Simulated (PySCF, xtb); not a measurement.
Bi(Cl)3 anion (BiCl₃), SMILES [Cl][Bi]([Cl])[Cl] (connectivity only; charge and spin as stated), charge -1, multiplicity 2.

Harmonic wavenumbers (cm⁻¹) from GFN2-xTB run with xtb at its own minimum, in rising order: 34, 35, 53, 217, 218, 264.

What does PBE0-D3(BJ)/def2-SVPD (PySCF) give at its own minimum? (Estimate from the structure and the level; the computed values follow.)

36, 36, 52, 231, 231, 258. Paired by order, the mean absolute difference is 6 cm⁻¹ and the zero-point energies are 1.2 and 1.2 kcal/mol.
